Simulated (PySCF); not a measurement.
Species: C5H8N2OSi.
Atom-mapped SMILES: `[N:1]#[C:2][C@H:3]1[CH2:4][Si@@H:5]([NH:6][CH:7]=[O:8])[CH2:9]1`

Geometry (GFN2-xTB, Å), atoms numbered from 1 in this order:
```
atom  x, y, z in Å
N1    -1.993   -0.730    3.131
C2    -1.672   -0.906    2.047
C3    -1.240   -1.073    0.690
C4    -1.524    0.166   -0.193
Si5    0.239    0.050   -0.923
N6     1.072    1.600   -0.784
C7     2.361    1.369   -1.024
O8     2.712    0.229   -1.248
C9     0.301   -1.159    0.547
H10   -1.717   -1.963    0.272
H11   -1.730    1.043    0.418
H12   -2.369    0.025   -0.859
H13    0.312   -0.445   -2.290
H14    0.716    2.522   -0.595
H15    3.053    2.221   -1.008
H16    0.667   -2.167    0.377
H17    0.805   -0.771    1.431
```

NICS = −σ at a ghost point: NICS(0) at the centroid of the ring atoms, NICS(1) 1 Å to either side along the normal of their mean plane, zz for the tensor component along that normal. Level: GIAO PBE0/pcSseg-1 (PySCF, non-relativistic, gas phase) on the GFN2-xTB geometry, one conformer.

Ring bond lengths (Å), with Mayer bond orders in brackets: C3–C4 1.547 (0.96), C4–Si5 1.912 (0.89), Si5–C9 1.904 (0.93), C9–C3 1.550 (0.95).

Question: Give the NICS values of each ring in ppm.

Answer: 
```json
{"ring": "C3–C4–Si5–C9", "type": "4-membered ring with Si; formal bonds all single", "NICS(0)": "0.2", "NICS(1), two faces": "-0.7 / -1.5", "NICS(1)zz, two faces": "6.6 / 1.9", "rms pucker (Å)": "0.09", "centre to ring atoms, mean (Å)": "1.22"}
```

Question: What can be read from them?

Answer: 
- C3–C4–Si5–C9: mean NICS(1)zz 4.3 ppm, deshielded. C3, C4, Si5, C9 have four or more neighbours, so the value isn't read as a sign of a π ring current. The two faces differ by 4.7 ppm, so no symmetry operation interchanges them.

Question: At the first NICS(1) probe listed for ring C3–C4–Si5–C9, 1 Å off the ring, what do the in-plane components average?

Answer: The isotropic value is a third of the trace: (3 × -0.7 − (6.6))/2 = -4.3 ppm.

Question: Give the inner angles of the rings and the Hirshfeld charges of the ring atoms.

Answer: 
- C3–C4–Si5–C9: C3 100.0° (-0.006 e), C4 90.0° (-0.169 e), Si5 76.9° (+0.403 e), C9 90.2° (-0.155 e); sum 357.2° against 360° for a flat convex ring.

Question: What are the shieldings of the ring atoms and their hydrogens in the same run (means over atoms taken as equivalent)?

Answer: 
| atoms | environment | σ isotropic (ppm) | principal values of the symmetric part, first atom (ppm) |
| --- | --- | --- | --- |
| C3 | sp3 carbon next to a nitrile | 170.3 | 160.2, 174.4, 176.3 |
| C4 (×2) | sp3 carbon bound to silicon | 159.6 | 133.2, 160.5, 194.6 |
| Si5 | SiH silicon | 377.6 | 329.2, 382.5, 421.1 |
| H10 | methine hydrogen | 28.98 | 25.6, 27.0, 34.3 |
| H11 (×2) | methylene hydrogen | 29.75 | 26.6, 28.9, 34.1 |
| H12 (×2) | methylene hydrogen | 29.66 | 25.9, 27.5, 36.1 |
| H13 | Si–H hydrogen | 26.26 | 22.6, 25.0, 31.2 |
